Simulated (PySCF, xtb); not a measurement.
CH6ClFSi3, SMILES [Si@@]1(F)([SiH2][SiH2]C1)Cl.

Harmonic wavenumbers (cm⁻¹) from GFN2-xTB in xtb at its own minimum, in rising order: 43, 90, 149, 168, 193, 282, 302, 367, 389, 409, 440, 500, 507, 567, 622, 640, 681, 716, 772, 794, 816, 962, 1115, 1465, 2182, 2196, 2203, 2213, 2988, 3002.

What does PBE-D3(BJ)/def2-SVP in PySCF give at its own minimum? (Estimate from the structure and the level; the computed values follow.)

48, 105, 165, 185, 225, 271, 318, 376, 406, 430, 511, 539, 594, 613, 646, 652, 683, 765, 854, 865, 887, 919, 954, 1303, 2150, 2156, 2171, 2179, 2999, 3077. Paired by order, the mean absolute difference is 43 cm⁻¹ and the zero-point energies are 39.7 and 40.1 kcal/mol.
